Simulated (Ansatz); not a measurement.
Species: InCl (charge 0, singlet). SMILES: [Cl][In]

Atoms: In1, Cl2. Bonds: In1-Cl2.

Bond lengths (Å) and angles (degrees) optimised at HF/STO-3G with Ansatz (a first-principles code); HF/6-31G* with LANL2DZ past Ar with Ansatz; B3LYP/LANL2DZ with Ansatz; MP2/6-31G* with LANL2DZ past Ar with Ansatz, each started from the B3LYP-D3(BJ)/def2-TZVP structure (Ansatz) of the last column. A row stands for all coordinates that are equal there. 6-31G* holds six Cartesian d functions.

| coordinate | HF/STO-3G | HF/6-31G* with LANL2DZ past Ar | B3LYP/LANL2DZ | MP2/6-31G* with LANL2DZ past Ar | B3LYP-D3(BJ)/def2-TZVP |
|---|---|---|---|---|---|
| In1-Cl2 | 2.295 | 2.428 | 2.467 | 2.429 | 2.441 |

Mean signed difference of all 1 bond lengths from B3LYP-D3(BJ)/def2-TZVP: HF/STO-3G -0.146 Å, HF/6-31G* with LANL2DZ past Ar -0.013 Å, B3LYP/LANL2DZ 0.026 Å, MP2/6-31G* with LANL2DZ past Ar -0.012 Å.
